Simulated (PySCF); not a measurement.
Potential energy curve for SMILES O=[SiH2]. The O1–Si2 bond (O1 also carries nothing else; Si2 carries H, H) is pulled apart rigidly from the PBE0/def2-TZVP optimised geometry.

Levels of theory: RKS-M06-2X = restricted M06-2X/6-31G run with PySCF 2.14.0; RHF/6-31G (PySCF); UMP2 = MP2 on UHF/6-31G, 6 core orbitals frozen in PySCF.

Energies are in kcal/mol, each relative to the lowest point of its own curve near equilibrium.

| R / Å | RKS-M06-2X | RHF | UMP2 |
|---|---|---|---|
| 1.21 | 166.5 | 159.0 | 170.6 |
| 1.28 | 96.5 | 90.1 | 98.1 |
| 1.36 | 46.0 | 41.0 | 44.8 |
| 1.43 | 19.9 | 16.5 | 16.3 |
| 1.46 | 12.7 | 9.8 | 7.9 |
| 1.52 | 3.5 | 2.0 | 0.0 |
| 1.56 | 0.7 | 0.0 | 6.3 |
| 1.61 | 0.0 | 0.4 | 11.5 |
| 1.68 | 3.1 | 5.0 | 17.9 |
| 1.74 | 8.6 | 11.5 | 23.5 |
| 1.88 | 27.4 | 32.0 | 37.8 |
| 2.04 | 53.6 | 56.3 | 58.3 |
| 2.26 | 89.4 | 80.8 | 84.8 |
| 2.48 | 118.5 | 95.9 | 98.1 |
| 2.74 | 139.1 | 106.7 | 104.8 |
| 3.04 | 152.2 | 113.7 | 107.8 |
| 3.31 | 159.9 | 117.3 | 108.8 |
| 3.67 | 166.8 | 120.0 | 109.4 |
| 4.14 | 171.5 | 121.6 | 109.4 |
| 4.56 | 173.4 | 122.2 | 109.5 |
| 5.32 | 174.8 | 122.7 | 109.7 |

At the longest distance, 5.32 Å, RKS-M06-2X lies highest above its minimum (174.8 kcal/mol) and UMP2 lowest (109.7 kcal/mol).

The restricted form behind RKS-M06-2X, RHF keeps the bonding electrons paired and can't separate into open-shell fragments. The unrestricted determinant behind UMP2 is spin-contaminated at 1.52 to 5.32 Å (<S²> up to 2.0, against 0.00 for a pure singlet).
